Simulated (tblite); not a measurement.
A tight-binding relaxation on `C(C)[NH][Ga@@H-]([NH3+])[C]#CC`.

Computed with GFN2-xTB geometry optimisation, gas phase (tblite 0.8.0). Start geometry: from a force field or distance geometry. The input is one job of a driver script: a line of settings, then coordinates in Å.

Command:
```bash
OMP_NUM_THREADS=1 python probes_run.py task.json out
```

Input:
```
{"job": {"kind": "relax", "xc": "GFN2-xTB", "basis": "xTB"}, "charge": 0, "multiplicity": 1}
C      3.817900    -1.162800     1.019100
C      2.675000    -0.414700     0.448700
C      1.758100     0.186900    -0.000300
Ga     0.238400     1.178800    -0.753900
N     -0.324200     2.509400     0.504100
N     -1.217200    -0.042200    -1.095300
C     -1.705300    -0.608600     0.156400
C     -2.780200    -1.642600    -0.122300
H      3.448500    -2.106900     1.475300
H      4.531100    -1.395500     0.218900
H      4.303000    -0.545500     1.795900
H      0.682300     1.872300    -2.120400
H      0.320400     3.329800     0.463700
H     -1.285400     2.828400     0.259000
H     -0.321100     2.130600     1.467900
H     -1.980000     0.536400    -1.500200
H     -2.128300     0.189900     0.813100
H     -0.876200    -1.119900     0.702000
H     -2.379100    -2.452500    -0.764100
H     -3.135100    -2.090400     0.833600
H     -3.651600    -1.164100    -0.635600
```

Output:
```
step      E/eV     max force
  0    -660.49257    3.732
  1    -660.55059    6.752
  2    -660.89833    1.599
  3    -660.99742    1.166
  4    -661.06765    1.065
  5    -661.11171    0.412
  6    -661.13285    0.347
  7    -661.15032    0.359
  8    -661.16040    0.346
  9    -661.16782    0.226
... (173 lines left out)
183    -661.38325    0.015
184    -661.38328    0.015
185    -661.38332    0.014
186    -661.38335    0.012
187    -661.38337    0.011
188    -661.38340    0.011
189    -661.38342    0.012
190    -661.38346    0.013
191    -661.38349    0.011
192    -661.38352    0.009
```

«max force» is the largest atomic force in eV/Å.

Problem. From which step on does the largest force stay under 0.1 eV/Å, and how much energy is left to gain from there?

Solution. From step 141 (0.089 eV/Å), 3.6 meV above the end.

Summary of the converged run: energy lowered by 20.5 kcal/mol over 192 steps; largest atomic force 0.009 eV/Å at the end.

Problem. Where do the atoms end?

Solution. 0.763 Å rms from the input after alignment:
```
atom  x, y, z in Å
C1     3.3823   -1.3729    0.9675
C2     2.3265   -0.5647    0.3859
C3     1.4595    0.1358   -0.0879
Ga4   -0.0241    1.1051   -0.9073
N5     0.0728    2.8651    0.3857
N6    -1.7457    0.5950   -0.4650
C7    -2.0250   -0.5046    0.4467
C8    -2.0269   -1.8718   -0.2369
H9     2.9643   -2.2893    1.3852
H10    4.1151   -1.6353    0.2040
H11    3.8843   -0.8210    1.7629
H12    0.1799    1.8064   -2.2688
H13    0.9745    3.3349    0.4076
H14   -0.6424    3.5390    0.1203
H15   -0.1405    2.5331    1.3247
H16   -2.4573    0.6182   -1.1905
H17   -2.9949   -0.3447    0.9413
H18   -1.2465   -0.5003    1.2187
H19   -1.0565   -2.0345   -0.7100
H20   -2.2104   -2.6640    0.4860
H21   -2.7979   -1.9126   -1.0050
```

Problem. How long does this job take on one thread of an Arm Neoverse N1, shared host?

Solution. About 2.5 s.
Labels such as C1 count atoms from 1, the log's own numbers from 0.
